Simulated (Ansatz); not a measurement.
Consider the redistribution: `C=N[SiH](O)S` + `FCBI` → `O[SiH](S)CF` + `C=NBI`.

Calculated with Ansatz (gas phase, PBE0-D4/def2-TZVP geometries, no zero-point term in ΔE). CCSD(T)/CBS is the MP2 limit (def2-TZVPP, def2-QZVPP) plus CCSD(T) − MP2 in def2-TZVPP, frozen cores. DFT in def2-TZVPP. Elements past krypton have def2 core potentials. For I outer-core shells are correlated without core-valence functions, which leaves a few kJ/mol of doubt a bond. One conformer a species, not always the lowest.

```csv
level,ΔE (kJ/mol),difference from CCSD(T)/CBS
r2SCAN-D4,-49.2,-11.2
B97M-V,-39.8,-1.8
r2SCANh-D4,-47.2,-9.2
r2SCAN0-D4,-44.3,-6.3
BHLYP-D4,-39.6,-1.6
ωB97X-V,-40.1,-2.1
PBE,-57.4,-19.4
r2SCANh,-47.3,-9.3
r2SCAN0,-44.4,-6.4
CAM-B3LYP,-47.0,-9.0
RPA@PBE/def2-TZVPP,-31.7,6.3
MP2/def2-SVP,-57.9,-19.9
HF/def2-TZVPP,-23.8,14.2
SCS-MP2/def2-TZVPP,-35.1,2.9
CCSD(T)/def2-TZVPP,-36.9,1.1
MP2/CBS(def2),-38.0,0.0
CCSD(T)/CBS,-38.0,0
```

Largest T1 diagnostic among the species: 0.013.

In def2-TZVPP, CCSD(T) changes the Hartree–Fock value by −13.2 kJ/mol (the triples alone add −2.2 kJ/mol) and MP2 by −13.2 kJ/mol. Leaving LDA and LC-ωPBE aside and taking each functional with its dispersion term where it has one, the values, not all of them listed here, spread over 17.3 kJ/mol, from PBE-D4 to BHLYP-D4. LDA lies −7.6 kJ/mol from PBE without D4.

CCSD(T)/CBS has its own doubt, a few kJ/mol and more with outer-core shells, so smaller differences from it don't rank the levels.
